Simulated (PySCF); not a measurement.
The vertical singlet excitations below were computed for one of the candidates. Level of theory: TDDFT CAM-B3LYP/def2-SVPD, vertical, gas phase, core orbitals frozen in the response (PySCF). Geometries: GFN2-xTB, one conformer each.

| state | E (eV) | f |
| --- | --- | --- |
| S1 | 7.33 | 0.0046 |
| S2 | 7.80 | 0.014 |
| S3 | 8.33 | 0.132 |
| S4 | 8.62 | 0.082 |
| S5 | 8.69 | 0.0068 |
| S6 | 8.78 | 0.053 |
| S7 | 8.81 | 0.037 |
| S8 | 8.82 | 0.032 |

Task: Which structure fits? All have the formula C3H9F3Si2.
A. `C[SiH2]C[SiH2]C(F)(F)F`
B. `FC(F)(F)[SiH2]CC[SiH3]`
C. `C(F)(F)(F)[C@H]([SiH3])[SiH2]C`

Result: B. Its S1, at 7.33 eV, is the lowest among the candidates; the nearest of the others has S1 at 8.10 eV. S1 is HOMO→LUMO (91%). Löwdin shares by element: HOMO carbon 45% or more, silicon 29% (atoms not listed hold the other 26%); LUMO silicon 36%, carbon 20% or more (atoms not listed hold the other 44%). At the same level the other candidates give, for their lowest levels:
- `C[SiH2][C@@H]([SiH3])C(F)(F)F`: 8.52 eV (f 0.113); 8.64 eV (f 0.039); 8.71 eV (f 0.051); 8.82 eV (f 0.002); 8.93 eV (f 0.017); T1 8.07 eV; HOMO -10.52, LUMO 0.99 eV
- `C[SiH2]C[SiH2]C(F)(F)F`: 8.10 eV (f 0.084); 8.40 eV (f 0.001); 8.43 eV (f 0.040); 8.63 eV (f 0.001); 8.66 eV (f 0.055); T1 7.67 eV; HOMO -10.31, LUMO 0.88 eV

Orbitals of the list HOMO-3 to LUMO+2 that lie within 0.01 eV of each other are written together with a slash and their weights summed (≥ marks a lower bound); for degenerate orbitals outside that list single weights are arbitrary.

The values belong to the conformer `[F:1][C:2]([F:3])([F:4])[SiH2:5][CH2:6][CH2:7][SiH3:8]`: F1–C2–Si5–C6 -59°, C2–Si5–C6–C7 177°, Si5–C6–C7–Si8 179°.
Triplets come from the Tamm–Dancoff approximation.
